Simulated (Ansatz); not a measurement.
Consider the redistribution: `[SiH3]OB1N[SiH2]1` + `[CH3][Mg][Cl]` → `CB1N[SiH2]1` + `[SiH3][O][Mg][Cl]`.

Program: Ansatz. Geometries: PBE0-D4/def2-TZVP. ΔE: electronic, gas phase. CCSD(T)/CBS is the MP2 limit (def2-TZVPP, def2-QZVPP) plus CCSD(T) − MP2 in def2-TZVPP, frozen cores. For Mg outer-core shells are correlated without core-valence functions, which leaves a few kJ/mol of doubt a bond. One conformer a species, not always the lowest.

| species | CCSD(T)/CBS(def2) energy (Eh) |
| --- | --- |
| `[SiH3]OB1N[SiH2]1` | -736.52181 |
| `[CH3][Mg][Cl]` | -699.60606 |
| `CB1N[SiH2]1` | -410.25190 |
| `[SiH3][O][Mg][Cl]` | -1025.89888 |

(1) Work out ΔE.

Largest T1 diagnostic among the species: 0.013.

## Answers

(1) ΔE = (-410.25190) + (-1025.89888) − (-736.52181) − (-699.60606) = -0.02291 Eh = -14.4 kcal/mol.

From PBE to PBE0 (25 % exact exchange), in def2-TZVPP and without D4, ΔE moves by −1.1 kcal/mol.
